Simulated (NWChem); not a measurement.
Molecule: BeH$_{2}$SeO; SMILES [OH][Be][SeH]

```xyz
5

Be    -0.0277    -1.2270    -0.0448
O     -0.0637    -2.6299    -0.1280
H     -0.0970    -3.4293     0.3900
Se     0.0653     0.8024     0.0472
H     -1.4045     0.8889     0.0052
```
Atoms are numbered in this order, from 1.

Level: PBE0/def2-SVP (NWChem), optimised geometry, unscaled harmonic frequencies. This build's default masses of Se (78.918 u) and Br (79.917 u) are each other's, which moves their modes by up to 0.6 %.

Problem. List the harmonic frequencies with IR intensities, and the thermochemistry.

Solution. 
```
frequency (cm⁻¹)  IR intensity (km/mol)
----------------  ---------------------
219                                43.9
225                                87.0
264                               137.6
337                               188.8
402                                 7.4
604                                 2.8
1416                              299.2
2446                                8.3
4081                              260.7
```

```
Property                                                                           Result
-----------------------------------------------------------------------  ----------------
zero-point energy                                                           14.3 kcal/mol
thermal correction to the enthalpy at 298.15 K (with zero-point energy)     18.1 kcal/mol
heat capacity Cv                                                         15.5 cal/(mol K)
entropy at 298.15 K and 1 atm (symmetry number 1)                        70.9 cal/(mol K)
dipole moment                                                                      2.08 D
```

Rigid rotor and harmonic oscillator.
